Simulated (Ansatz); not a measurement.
Molecule: LaCl, net charge 0, singlet state. 
Structure (B3LYP-D3(BJ)/def2-TZVP (Ansatz, a program for electronic structure) minimum search):
```
La
Cl 1 2.5511
```

Dipole moments at this geometry, in debye (magnitudes).

```
level               program  dipole (D)
------------------  -------  ----------
PBE/def2-TZVPD       Ansatz        3.15
BLYP/def2-TZVPD      Ansatz         ___
revPBE/def2-TZVPD    Ansatz        3.19
BHLYP/def2-TZVPD     Ansatz        3.64
LC-wPBE/def2-TZVPD   Ansatz        3.67
CCSD(T)/def2-SVPD    Ansatz         ___
```

Task: Fill in the missing entries.

Result: 
- BLYP/def2-TZVPD, dipole (D): 3.16
- CCSD(T)/def2-SVPD, dipole (D): 3.32
